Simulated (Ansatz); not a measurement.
`[AlH2][SiH2]S` + `OCO` → `OCO[SiH2]S` + `[AlH3]`  (cleavage of the Si–Al bond)

Isolated molecules relaxed with PBE0-D4/def2-TZVP in Ansatz; ΔE leaves out vibrations. CBS: MP2 limit from def2 TZ/QZ plus the TZ coupled-cluster correction, frozen cores. This one scheme is used for every species. DFT in def2-TZVPP. B3LYP here is the variant with VWN-RPA as its local correlation; programs differ in this. Each species was taken in one conformer, which may not be the lowest.

| species | B3LYP-D4 energy (Eh) |
| --- | --- |
| `[AlH2][SiH2]S` | -933.22823 |
| `OCO` | -191.04553 |
| `OCO[SiH2]S` | -880.07521 |
| `[AlH3]` | -244.23481 |

Question: Work out ΔE.

Answer: ΔE = (-880.07521) + (-244.23481) − (-933.22823) − (-191.04553) = -0.03626 Eh = -95.2 kJ/mol. CCSD(T)/CBS gives -92.8 kJ/mol.

Largest T1 diagnostic among the species: 0.012.

From PBE to PBE0 (25 % exact exchange), in def2-TZVPP and without D4, ΔE moves by −6.0 kJ/mol. The D4 term adds −7.3 kJ/mol with B3LYP and −4.0 kJ/mol with PBE0; it sums over pairs of atoms, weighted by their polarisabilities, and B3LYP, whose exchange is more repulsive, gets the larger term.
